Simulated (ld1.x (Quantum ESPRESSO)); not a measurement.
## Which change was made? (Si, TM)

- Element: Si (Z = 14)
- Generator: ld1.x (Quantum ESPRESSO) 7.5
- Type: norm-conserving Troullier–Martins (Kleinman–Bylander form)
- Functional: PBEsol
- Relativity: non-relativistic
- Frozen core: [Ne]
- Valence charge: 4
- Reference configuration: 3s2 3p1 (charge +1)
- Partial waves: 3p (bound): rc 1.30 bohr; 3s (bound): rc 1.75 bohr
- Local potential: the s channel
- Core correction: a·sin(br)/r model core, default radius (core density twice the valence density)

Cutoffs, loose and tight: the cutoffs (Ry, on a coarse ladder) from which the occupation-weighted sum of valence levels, in a spherical-Bessel basis at the reference potential, stays within 10 and 1 mRy of its value at 400 Ry. They do not see the model core or the augmentation charge, which bear on the density cutoff. Test errors are all-electron minus pseudo excitation energies from the reference, over the configurations 3s2 3p2; 3s2 3p0; 3s1 3p0; 3s0 3p4; 3s1 3p3; 3s2 3p1.5; 3s2 3p2.3; variants that change the core or the reference have their own tests. The largest error is taken over the tests solved by every variant that gives reliable tests at all, those not shown here included: 3s1 3p0; 3s2 3p0; 3s2 3p1.5.

The base gives: outcome: generated; cutoff, loose: 55 Ry; cutoff, tight: 80 Ry; bound ghosts: none; largest test error (meV): +25.

**Question.** After one change the result is: outcome: generated; cutoff, loose: 55 Ry; cutoff, tight: 80 Ry; bound ghosts: none; largest test error (meV): -12. Which change was it?
A. wave 3s (bound): rc 1.75 bohr becomes 3s (bound): rc 2.46 bohr
B. core correction a·sin(br)/r model core inside 1.42 bohr
C. reference 3s2 3p2
D. type PAW; waves now 3s (bound): rcut 1.50, rcutus 1.75 bohr; 3s channel at -0.1 Ry: rcut 1.50, rcutus 1.75 bohr; 3p (bound): rcut 1.15, rcutus 1.30 bohr; 3p channel at 0.05 Ry: rcut 1.15, rcutus 1.30 bohr; local potential all-electron potential smoothed inside 1.00 bohr (lloc = -1); augmentation PSQ, radius 1.15 bohr
E. all radii but the core radius scaled by about 1.05 (s 1.84, p 1.36 bohr)

**Answer.** B. The others give: reference 3s2 3p2 → outcome: generated; cutoff, loose: 60 Ry; cutoff, tight: 80 Ry; bound ghosts: none; largest test error (meV): +35 | wave 3s (bound): rc 1.75 bohr becomes 3s (bound): rc 2.46 bohr → outcome: generated; cutoff, loose: 55 Ry; cutoff, tight: 80 Ry; bound ghosts: none; largest test error (meV): +22 | type PAW; waves now 3s (bound): rcut 1.50, rcutus 1.75 bohr; 3s channel at -0.1 Ry: rcut 1.50, rcutus 1.75 bohr; 3p (bound): rcut 1.15, rcutus 1.30 bohr; 3p channel at 0.05 Ry: rcut 1.15, rcutus 1.30 bohr; local potential all-electron potential smoothed inside 1.00 bohr (lloc = -1); augmentation PSQ, radius 1.15 bohr → outcome: generated; cutoff, loose: 25 Ry; cutoff, tight: 35 Ry; bound ghosts: p; largest test error (meV): -48 | all radii but the core radius scaled by about 1.05 (s 1.84, p 1.36 bohr) → outcome: generated; cutoff, loose: 45 Ry; cutoff, tight: 70 Ry; bound ghosts: none; largest test error (meV): +26.
